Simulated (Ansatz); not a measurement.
Geometry optimisation, Ansatz, RKS PBE0-D4/def2-SVP.

input.yaml

```yaml
crystal:
  periodic: [false, false, false]
  atoms:
    - { symbol: Sn, position_ang: [0.341702, 0.510224, -0.372653] }
    - { symbol: H, position_ang: [0.283116, -0.109186, 2.50676] }
    - { symbol: O, position_ang: [2.031876, -0.405187, -0.924773] }
    - { symbol: H, position_ang: [1.872241, -1.187276, -1.465607] }
    - { symbol: H, position_ang: [-0.429411, 1.142043, -1.776401] }
    - { symbol: H, position_ang: [-0.673262, -0.653336, 0.383083] }
    - { symbol: P, position_ang: [1.074618, 2.315494, 1.14633] }
    - { symbol: H, position_ang: [2.279505, 1.605193, 1.439258] }
    - { symbol: H, position_ang: [1.663524, 3.041095, 0.061928] }
    - { symbol: H, position_ang: [0.423492, 0.474537, 2.901676] }
basis:
  gaussian: { orbitals: def2-SVP }
hamiltonian:
  xc: pbe0
  dispersion: d4
relax:
  f_tol: 0.03
  max_steps: 50
```

Run as:

```bash
$ ansatz run input.yaml --threads 2 --pin off --max-ram 3072MiB --backend cpu --events-out ev --progress --plain --runs-dir out
```

Q: Where does it end, and by what steps?

A: It converged. The force dipped under the threshold on the way, but the program's further checks kept it going. After 6 steps the energy has fallen by 0.120 eV; H2 moved furthest, 0.54 Å.

```csv
step,energy less start (eV),largest force component (eV/Å),accepted
0,0.0000,1.469,yes
1,-0.0960,0.112,yes
2,-0.1145,0.170,yes
3,-0.1062,0.501,no
4,-0.1191,0.028,yes
5,-0.1200,0.026,yes
6,-0.1203,0.029,yes
```

```xyz
10
Properties=species:S:1:pos:R:3
Sn 0.353 0.555 -0.527
H 0.228 -0.325 2.996
O 2.045 -0.365 -1.053
H 1.884 -1.209 -1.491
H -0.409 1.177 -1.938
H -0.660 -0.588 0.263
P 1.088 2.392 1.007
H 2.271 1.668 1.348
H 1.730 3.091 -0.063
H 0.337 0.337 3.358
```

Run time: 18 s on 2 threads of Arm Neoverse V1 (shared host), peak memory 0.2 GiB.
